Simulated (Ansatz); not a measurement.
C₂H₂Cl, charge -1, singlet, geometry from GFN2-xTB (a gas-phase anion, which may not be bound at this level); HF/6-31G** run with Ansatz (a quantum-chemistry and plane-wave program).

Ansatz was given this input:
Ansatz 0.2 input:
```yaml
crystal:
  periodic: [false, false, false]
  atoms:
    - {symbol: C, position_ang: [-0.11782134, 0.97244023, 0.00402460]}
    - {symbol: C, position_ang: [1.20949826, 1.06784053, 0.01132795]}
    - {symbol: Cl, position_ang: [-0.59700984, -0.85895942, -0.00717248]}
    - {symbol: H, position_ang: [1.97685805, 0.28124257, 0.01154024]}
    - {symbol: H, position_ang: [1.62224777, 2.07938296, 0.01827654]}
basis:
  gaussian:
    orbitals: 6-31G__.json
hamiltonian:
  xc: hf
total_charge: -1
```
The basis file holds 6-31G** in the JSON format of the Basis Set Exchange.

The log (banner, timings and long lists left out):

```
Functional definition: HF
561 factors; integrals over basis functions are off by at most 1.6e-3 eV
mean field evaluation 1: about -14592.2909 eV, gradient 1.7e1 eV
mean field evaluation 2: about -14592.3002 eV, gradient 1.7e1 eV
mean field evaluation 4: about -14593.3079 eV, gradient 2.3e0 eV
mean field evaluation 8: about -14593.3287 eV, gradient 3.7e-4 eV
mean field -14593.32874916 eV, -536.2949398182 hartree, gradient 2.4e-5 eV, S^2 0.000000; 0 other end points of the search recorded, 0 dependent functions left out
reference -14593.32874916 eV, -536.2949398182 hartree; 16, 16 occupied and 43, 43 virtual orbitals, 561 factors
Total energy: -14593.32874916 eV, -536.2949398182 hartree
```
